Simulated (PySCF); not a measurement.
Work out the structure from these simulated measurements.

Formula: C6H16BO2P.

- Dipole: 4.41 D [PBE0/pcSseg-1]
- 1H NMR: chemical shifts (computed TMS as zero) by class: 3.95 (2 H), 3.65 (2 H), 3.58 (2 H), 3.25 (3 H), 1.45 (2 H), 1.15 (2 H), 0.88 (3 H) ppm [GIAO PBE0/pcSseg-1]
- Rotational structure: rotational constants A, B, C: 2.027, 0.713, 0.669 GHz [PBE0-D3(BJ)/def2-SVP]
- 13C NMR: chemical shifts (computed TMS as zero) by class: 75.8 (1 C), 64.6 (2 C), 60.0 (1 C), 25.4 (2 C) ppm [GIAO PBE0/pcSseg-1]
- NMR, other nuclei: isotropic shieldings of nuclei other than C and H, by class: 152 (1 B), 290 (1 O), 319 (1 O), 336 (1 P) ppm [GIAO PBE0/pcSseg-1]

The electronic properties come from PySCF, for the isolated species, density fitting. Levels stand in brackets. The structure is a single PBE0-D3(BJ)/def2-SVP conformer in the gas phase; no vibrational or solvent corrections. Each NMR value is the plain mean over a class of atoms that symmetry, rotation or inversion makes alike.

Q: Give a SMILES that accounts for the data.

A: Numbering: `[BH3-:1][P+:2]1([CH2:3][O:4][CH3:5])[CH2:6][CH2:7][O:8][CH2:9][CH2:10]1`. 6 carbons fall into 4 classes; from least to most shielded: chain sp3 carbon bound to oxygen [C3] (75.8 ppm), ring sp3 carbon bound to oxygen [C7/C9] (64.6 ppm, 2 C), methoxy carbon [C5] (60.0 ppm), ring sp3 carbon bound to phosphorus [C6/C10] (25.4 ppm, 2 C, up to 9.5 ppm apart in this geometry). Hydrogen classes from least to most shielded: 2 H on 2 like atoms (sp3 carbon bound to oxygen), C7/C9 (3.95 ppm), 2 H on 2 like atoms (sp3 carbon bound to oxygen), C7/C9 (3.65 ppm), 2 H on an sp3 carbon bound to oxygen, C3 (3.58 ppm, a mean of values up to 0.5 ppm apart in this geometry), 3 H on a methoxy carbon, C5 (3.25 ppm, a mean of values up to 1.0 ppm apart in this geometry), 2 H on 2 like atoms (sp3 carbon bound to phosphorus), C6/C10 (1.45 ppm), 2 H on 2 like atoms (sp3 carbon bound to phosphorus), C6/C10 (1.15 ppm), 3 H on a four-coordinate boron, B1 (0.88 ppm). The other shieldings belong to: 152 ppm, four-coordinate boron [B1]; 290 ppm, cyclic ether oxygen [O8]; 319 ppm, ether oxygen [O4]; 336 ppm, phosphorus bonded to B and 3 C [P2]. The optimised geometry has point group C1 and is an asymmetric top. Structure: `[BH3-][P+]1(COC)CCOCC1`. The assignments are read from this structure; whether some other isomer fits the data as well wasn't checked.
